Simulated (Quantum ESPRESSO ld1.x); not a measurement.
All-electron atom: Lu IV in [Xe] 4f13 7p1 (not the ground configuration). All-electron calculation, scalar-relativistic Kohn-Sham, LDA (Slater exchange, Perdew-Wang correlation), spin-polarised, spherical densities, point nucleus; open shells are filled with parallel spins first. Program: ld1.x of Quantum ESPRESSO 7.5.

X-ray form factor f0, the Fourier transform of the density (f0(0) = 68):

| sin(theta)/lambda (1/angstrom) | f0 (electrons) |
|---|---|
| 0.05 | 66.929 |
| 0.1 | 64.911 |
| 0.15 | 62.615 |
| 0.2 | 59.704 |
| 0.25 | 56.409 |
| 0.3 | 53.065 |
| 0.4 | 46.743 |
| 0.5 | 41.247 |
| 0.6 | 36.616 |
| 0.8 | 29.331 |
| 1 | 24.000 |
| 1.25 | 19.520 |
| 1.5 | 16.732 |
| 2 | 13.213 |
